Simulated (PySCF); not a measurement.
RuF₃, SMILES [F][Ru]([F])[F] (connectivity only; charge and spin as stated), neutral, multiplicity 4.

Geometry optimised at PBE0-D3(BJ)/def2-TZVP. The spin state was assumed, not searched. The def2 effective core potentials stand for the cores of Ru; spin–orbit coupling is left out.

Level of theory: PBE0-D3(BJ)/def2-TZVP (PySCF).

Frequencies are harmonic and unscaled.

Computed vibrational spectrum:
```csv
mode,ν (cm⁻¹),IR (km/mol),moving atoms (share of kinetic energy)
1,138,18.0,"F 68 %, Ru 32 %"
2,155,5.1,F 93 %
3,196,14.2,"F 81 %, Ru 19 %"
4,648,75.3,"F 89 %, Ru 11 %"
5,680,17.2,F 94 %
6,702,291.1,"F 72 %, Ru 28 %"
```
